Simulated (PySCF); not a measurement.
# Ge2H7N: core ionisation energies

Species: Ge2H7N.
Numbering: `[GeH3:1][NH:2][GeH3:3]`

Structure used (PBE0-D3(BJ)/def2-SVP), in Å, numbered top down from 1:
```xyz
10
Ge2H7N angstrom
Ge     1.6071    0.2274    0.2535
N      0.0996   -0.4410   -0.5503
Ge    -1.6345   -0.1231   -0.0422
H      2.7869   -0.7065   -0.0794
H      1.9640    1.6598   -0.2120
H      1.3281    0.2462    1.7664
H      0.2163   -0.7108   -1.5228
H     -2.5089   -1.2868   -0.5483
H     -2.2017    1.2025   -0.6050
H     -1.6392   -0.0584    1.4950
```

Theory: delta-SCF UKS SCAN, pcX-2 on the ionised atom, pcseg-1 elsewhere, spin-free X2C in PySCF. Vertical ΔSCF values, vacuum level as zero.

Question: Give the core binding energies atom by atom.

Answer: 
| atom(s) | environment | level | binding energy (eV) | count |
| --- | --- | --- | --- | --- |
| N2 | nitrogen bonded to 2 Ge and H | N 1s | 403.86 | 1 |

Question: What is the longest wavelength that can ionise N 1s of N2 (atom 2) vertically?

Answer: λ = hc/E = 12398.42 eV Å / 403.86 eV = 30.700 Å.

Question: Which photon energy gives electrons from N 1s of N2 a kinetic energy of 50 eV, and what is their de Broglie wavelength?

Answer: hν = 403.86 + 50 = 453.86 eV, recoil neglected; λ = 12.264 Å/√(E/eV) = 1.73 Å.

No level of germanium is listed. Isolated species at its PBE0-D3(BJ)/def2-SVP geometry, gas phase.
